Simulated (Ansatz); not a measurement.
Geometry optimisation, RHF/def2-SVP (Ansatz).

The input (input.yaml):

```yaml
crystal:
  periodic: [false, false, false]
  atoms:
    - { symbol: C, position_ang: [0.86, -1.1852, -0.4487] }
    - { symbol: C, position_ang: [0.5358, 0.1382, 0.3126] }
    - { symbol: F, position_ang: [-0.74857, 0.43323, 0.0133] }
    - { symbol: Si, position_ang: [1.53922, 1.5898, -0.01653] }
    - { symbol: F, position_ang: [3.12517, 1.2604, 0.17987] }
    - { symbol: Cl, position_ang: [1.06533, 3.21042, 1.16947] }
    - { symbol: H, position_ang: [0.1618, -1.9412, -0.1432] }
    - { symbol: H, position_ang: [1.8689, -1.4719, -0.2674] }
    - { symbol: H, position_ang: [0.7044, -0.9783, -1.498] }
    - { symbol: H, position_ang: [0.55945, -0.05834, 1.39043] }
    - { symbol: H, position_ang: [1.39524, 2.10892, -1.48467] }
basis:
  gaussian: { orbitals: def2-SVP }
hamiltonian:
  xc: hf
relax:
  f_tol: 0.015
  max_steps: 40
output:
  orbitals: {}
```

Command:

```bash
$ ansatz run input.yaml --threads 2 --pin off --max-ram 3072MiB --backend cpu --events-out ev --progress --plain --runs-dir out
```

Q: Where does it end, and by what steps?

A: The run converged. After 7 steps the energy has fallen by 0.361 eV; H9 moved furthest, 0.09 Å.

```tsv
step	energy less start (eV)	largest force component (eV/Å)	accepted
0	0.0000	3.336	yes
1	-0.2932	1.241	yes
2	-0.3534	0.489	yes
3	-0.3593	0.208	yes
4	-0.3595	0.147	yes
5	-0.3596	0.036	yes
6	-0.3605	0.026	yes
7	-0.3606	0.011	yes
```

```xyz
11
Properties=species:S:1:pos:R:3
C 0.861 -1.136 -0.440
C 0.495 0.118 0.330
F -0.812 0.457 0.043
Si 1.545 1.633 -0.090
F 3.079 1.216 0.136
Cl 1.117 3.176 1.192
H 0.180 -1.946 -0.178
H 1.879 -1.445 -0.198
H 0.794 -0.973 -1.517
H 0.549 -0.076 1.403
H 1.381 2.083 -1.473
```

Whether the end is a true minimum wasn't checked by a vibrational analysis.

The run took 13 s on 2 threads of Arm Neoverse V2 (shared host), peak memory 0.26 GiB.
